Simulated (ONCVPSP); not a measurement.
palladium: excitation energies, all-electron against ONCV

```json
{
  "Element": "palladium (Pd)",
  "Generator": "ONCVPSP 4.0.1",
  "Type": "optimised norm-conserving Vanderbilt (ONCV)",
  "Functional": "LDA (Perdew-Zunger)",
  "Relativity": "scalar-relativistic",
  "Frozen core": "[Ar] 3d10",
  "Valence charge": "18",
  "Reference configuration": "4s2 4p6 4d8 (charge +2)",
  "Partial waves": "4s: rc 1.45 bohr, ncon 4, nbas 8, qcut 7.1 1/bohr, 2 projectors, debl 3.6 Ha; 4p: rc 1.45 bohr, ncon 3, nbas 8, qcut 9.8 1/bohr, 2 projectors, debl 3 Ha; 4d: rc 1.60 bohr, ncon 4, nbas 8, qcut 9.2 1/bohr, 2 projectors, debl 1.6 Ha",
  "Local potential": "polynomial inside 1.30 bohr (lpopt 5, dvloc0 6 Ha)",
  "Core correction": "Teter function fitted to the true core (icmod 2), fcfact 0.55"
}
```

In the s channel the program set the typed energies aside and used -4.063, 0.250 Ha.

Energies are relative to the spin-unpolarised reference configuration 4s2 4p6 4d8; without spin polarisation the order of configurations can differ from experiment.

| valence configuration | charge | ΔE all-electron (eV) | error AE − PS (meV) |
| --- | --- | --- | --- |
| 4s2 4p6 4d10 | 0 | -30.470 | +2.0 |
| 4s2 4p6 4d7 | +3 | 34.595 | -0.5 |
| 4s2 4p6 4d9 5s1 | 0 | -29.034 | +3.9 |

**Question.** What are ΔE and the potential's error for 4s2 4p6 4d9?

**Answer.** ΔE = -21.081 eV all-electron; the error (AE − PS) is +2.2 meV.

Levels in the configuration 4s2 4p6 4d9:

| level | all-electron (eV) | pseudo (eV) |
| --- | --- | --- |
| 4s | -96.788 | -96.796 |
| 4p | -62.632 | -62.635 |
| 4d | -14.887 | -14.888 |
